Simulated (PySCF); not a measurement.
As (SMILES [As+]), charge +1, triplet; TPSS/3-21G run with PySCF.

PySCF was given this input:
```python
from pyscf import gto, scf, dft

mol = gto.M(
    atom='''
As    0.000000    0.000000    0.000000
''',
    basis='3-21g',
    charge=1,
    spin=2,
    verbose=3,
)

mf = dft.UKS(mol)
mf.xc = 'tpss'
mf.kernel()
mf.analyze()
```

It wrote (shortened):

```
converged SCF energy = -2224.60381212403  <S^2> = 2.0000189  2S+1 = 3.0000126
**** MO energy ****
                             alpha | beta                alpha | beta
MO #1   energy= -421.974172529729  | -421.97077208689   occ= 1 | 1
MO #2   energy= -53.3159575768608  | -53.3146061957995  occ= 1 | 1
MO #3   energy= -47.4700649505939  | -47.4688118035687  occ= 1 | 1
MO #4   energy= -47.4664836919884  | -47.4624108094626  occ= 1 | 1
MO #5   energy= -47.4664836918993  | -47.4624108092887  occ= 1 | 1
MO #6   energy= -7.07441915501062  | -7.06953749475962  occ= 1 | 1
MO #7   energy= -5.12372637315951  | -5.12089571257091  occ= 1 | 1
MO #8   energy= -5.10698977292641  | -5.10036818125724  occ= 1 | 1
MO #9   energy= -5.10698977259803  | -5.10036818082491  occ= 1 | 1
MO #10  energy= -1.74335767778732  | -1.73962068213038  occ= 1 | 1
MO #11  energy= -1.73937073905497  | -1.73447207620321  occ= 1 | 1
MO #12  energy= -1.73937073880955  | -1.73447207588474  occ= 1 | 1
MO #13  energy= -1.72664607625703  | -1.71909026769811  occ= 1 | 1
MO #14  energy= -1.72664607625418  | -1.71909026769808  occ= 1 | 1
MO #15  energy= -0.854224339541427 | -0.77154248359975  occ= 1 | 1
MO #16  energy= -0.512781296471869 | -0.454743995995454 occ= 1 | 0
MO #17  energy= -0.512781290355165 | -0.418450759464898 occ= 1 | 0
MO #18  energy= -0.498493613548561 | -0.418450753831709 occ= 0 | 0
MO #19  energy= 0.0491573768637271 | 0.0788286585757132 occ= 0 | 0
MO #20  energy= 0.113338394924492  | 0.133587274555442  occ= 0 | 0
MO #21  energy= 0.117606128476488  | 0.15790952522786   occ= 0 | 0
MO #22  energy= 0.117606143535619  | 0.157909535967324  occ= 0 | 0

To work with the spin densities directly, `use mulliken_meta_spin()` only printing them here.

 ** Mulliken spin pop alpha/beta on meta-lowdin orthogonal AOs **
 ** Mulliken Spin Density (per atom)  **
spin density of  0 As =      2.00000
 ** Mulliken pop alpha/beta on meta-lowdin orthogonal AOs **
 ** Mulliken atomic charges   ( Nelec_alpha | Nelec_beta ) **
charge of  0As =      1.00000  (    17.00000     15.00000 )

WARN: System has nonzero charge 1; the dipole moment is origin-dependent.
Location of origin: [0. 0. 0.]

Dipole moment(X, Y, Z, Debye):  0.00000,  0.00000,  0.00000
```
